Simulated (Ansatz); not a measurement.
Relaxation of CH₉ClO₂Si₃ (16 atoms, charge 0, multiplicity 1), to a largest force component of 0.02 eV/Å in at most 40 steps.

Computed with RKS PBE0/STO-3G (Ansatz).

```xyz
16
Properties=species:S:1:pos:R:3
Si 0.000 0.000 0.000
Cl 0.000 0.000 2.130
C 1.763 0.000 -0.623
H 2.111 -1.046 -0.751
H 1.812 0.528 -1.598
H 2.415 0.519 0.111
O -0.791 1.371 -0.559
Si -2.400 1.426 -1.040
H -3.212 0.642 -0.114
H -2.862 2.811 -1.038
H -2.527 0.874 -2.385
O -0.791 -1.371 -0.559
Si -1.673 -2.433 0.398
H -1.263 -2.287 1.792
H -3.096 -2.132 0.276
H -1.426 -3.804 -0.040
```

Task: Where does it end, and by what steps?

Result: The run converged. The force dipped under the threshold on the way, but the program's further checks kept it going. Limits of this set-up: minimal basis. After 29 steps the energy has fallen by 0.286 eV; H14 moved furthest, 2.17 Å.

```csv
step,energy less start (eV),largest force component (eV/Å),accepted
0,0.0000,1.039,yes
2,-0.1422,0.234,yes
4,-0.1674,0.432,yes
6,-0.2006,0.068,yes
8,-0.2205,0.300,yes
10,-0.2392,0.185,yes
12,-0.2501,0.163,yes
14,-0.2640,0.286,yes
16,-0.2779,0.205,yes
18,-0.2821,0.188,yes
20,-0.2837,0.020,yes
22,-0.2848,0.044,yes
24,-0.2854,0.028,yes
26,-0.2856,0.024,yes
28,-0.2857,0.004,yes
29,-0.2857,0.012,yes
```

```xyz
16
Properties=species:S:1:pos:R:3
Si -0.311 0.111 -0.014
Cl -0.610 0.512 2.061
C 1.513 -0.197 -0.238
H 1.872 -0.985 0.429
H 1.734 -0.491 -1.269
H 2.078 0.714 -0.017
O -0.759 1.433 -0.908
Si -2.410 1.698 -1.233
H -3.240 1.490 -0.065
H -2.510 3.073 -1.663
H -2.871 0.834 -2.299
O -1.327 -1.128 -0.456
Si -1.276 -2.658 0.276
H 0.078 -3.172 0.328
H -1.815 -2.618 1.619
H -2.089 -3.519 -0.551
```

Whether the end is a true minimum wasn't checked by a vibrational analysis.

Time of the run: 69 s on 1 thread of AMD EPYC 9R45 96-Core Processor (Zen 5), with other jobs on the host, peak memory 0.2 GiB.
